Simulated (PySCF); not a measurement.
## Working out the excitation energy of Ge

Ge [Ar] 3d10 4s2 4p2 (3P) → Ge [Ar] 3d10 4s1 4p3 (5S). All numbers are calculated (PySCF 2.14, a scalar-relativistic core potential, in aug-cc-pVTZ-PP with ECP10MDF). Frozen: 3s2 3p6 3d10. Energies in hartree (1 hartree = 27.21139 eV):

| part | Ge (lower) | Ge (upper) |
| --- | --- | --- |
| UHF | -293.352850 | -293.224740 |
| CCSD correlation | -0.065283 | -0.024919 |
| (T) | -0.001900 | -0.000381 |

**Question.** What does Hartree-Fock give?

**Answer.** (-293.224740) − (-293.352850) = 0.128110 hartree = 3.486 eV.

**Question.** What do CCSD and CCSD(T) give?

**Answer.** The CCSD correlation energies differ by 0.040364 hartree = 1.098 eV and the triples by 0.001519 hartree = 0.041 eV, so CCSD gives 4.584 eV and CCSD(T) 4.625 eV.

Measured between the centres of the two terms (NIST): 5.078 eV, so CCSD(T) (valence) is off by -0.453 eV.

What remains against the reference includes basis incompleteness, the frozen core and higher excitations.
